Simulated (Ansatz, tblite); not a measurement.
Spin states of the cluster Ga2S3, each relaxed with B3LYP-D4/def2-SVP in Ansatz. Electronic energies in the gas phase.

The 6-31G sets use Cartesian d functions. The xTB rows come from tblite. B3LYP takes the VWN-RPA correlation. The structure comes from a short search, and lower isomers may exist.

Singlet geometry (C2v within 0.1 Å):

```xyz
5

Ga    0.9700    1.2155   -0.6095
Ga   -1.2616   -1.0496    0.3114
S    -1.4759   -2.5946    1.6026
S    -1.0925    0.6220   -1.1174
S     2.8600    1.8067   -0.1871
```

Triplet geometry (C2v within 0.1 Å):

```xyz
5

Ga    0.204   -0.314   -0.555
Ga   -0.657    1.011    1.789
S    -1.051    1.538   -0.428
S     0.633   -0.895    1.566
S     0.871   -1.340   -2.371
```

Quintet geometry (Cs within 0.1 Å):

| atom | x (Å) | y (Å) | z (Å) |
| --- | --- | --- | --- |
| Ga1 | 0.447 | -1.067 | 0.203 |
| Ga2 | 0.994 | 1.910 | -0.724 |
| S3 | -0.336 | 0.314 | -1.690 |
| S4 | 0.262 | 1.137 | 1.306 |
| S5 | -1.367 | -2.294 | 0.905 |

⟨S²⟩: triplet 2.01 at PBE0-D4/def2-TZVP (pure 2.00), quintet 6.02 at PBE0-D4/def2-TZVP (pure 6.00).

Only these spin states were relaxed. The triplet has other bonds than the singlet, so the gap mixes isomer and spin. The quintet has other bonds than the singlet, so the gap mixes isomer and spin.

Q: Estimate which spin state lies lowest at each of these levels, and by how much: GFN1-xTB; GFN2-xTB; HF/6-31G; PBE-D4/def2-TZVP; r2SCAN-D4/def2-TZVP; B3LYP-D4/6-31G; PBE0-D4/def2-TZVP; BHLYP-D4/def2-TZVP; ωB97X-V/def2-TZVP.

A: 
```json
{"level": "GFN1-xTB", "triplet − singlet (kJ/mol)": "132.0", "quintet − singlet (kJ/mol)": "452.7", "lowest of these": "singlet"}
{"level": "GFN2-xTB", "triplet − singlet (kJ/mol)": "38.4", "quintet − singlet (kJ/mol)": "235.4", "lowest of these": "singlet"}
{"level": "HF/6-31G", "triplet − singlet (kJ/mol)": "-75.8", "quintet − singlet (kJ/mol)": "129.2", "lowest of these": "triplet"}
{"level": "PBE-D4/def2-TZVP", "triplet − singlet (kJ/mol)": "22.9", "quintet − singlet (kJ/mol)": "270.5", "lowest of these": "singlet"}
{"level": "r2SCAN-D4/def2-TZVP", "triplet − singlet (kJ/mol)": "7.2", "quintet − singlet (kJ/mol)": "264.8", "lowest of these": "singlet"}
{"level": "B3LYP-D4/6-31G", "triplet − singlet (kJ/mol)": "5.7", "quintet − singlet (kJ/mol)": "219.3", "lowest of these": "singlet"}
{"level": "PBE0-D4/def2-TZVP", "triplet − singlet (kJ/mol)": "2.6", "quintet − singlet (kJ/mol)": "275.2", "lowest of these": "singlet"}
{"level": "BHLYP-D4/def2-TZVP", "triplet − singlet (kJ/mol)": "-11.9", "quintet − singlet (kJ/mol)": "267.1", "lowest of these": "triplet"}
{"level": "ωB97X-V/def2-TZVP", "triplet − singlet (kJ/mol)": "7.8", "quintet − singlet (kJ/mol)": "312.3", "lowest of these": "singlet"}
```

Change of the quintet − singlet gap on mixing in exact exchange, in kJ/mol: PBE to PBE0 (25 % exact exchange) 4.8. The xTB methods have no spin-polarisation term.
